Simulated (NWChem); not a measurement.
[OH][Ga]([Cl])[Cl] (GaHOCl2), optimised at PBE0/def2-SVP with NWChem:

```
Quantity                           Result
---------------------------------  ------
highest occupied level (eV)         -9.22
orbital gap (eV)                     7.78
dipole (D)                           1.64
highest harmonic frequency (cm⁻¹)    3902
zero-point energy (kcal/mol)         10.2
```

All stand in one matching conformer (torsions within 35°), which need not be the lowest.

Problem. One Cl atom is replaced by H, giving [OH][GaH][Cl] (GaH2OCl), optimised at the same level. How do these values move?

Solution. 
```csv
quantity,new value,change
highest occupied level (eV),-8.66,+0.56
orbital gap (eV),7.69,-0.09
dipole (D),3.04,+1.40
highest harmonic frequency (cm⁻¹),3912,+10
zero-point energy (kcal/mol),13.6,+3.4
```
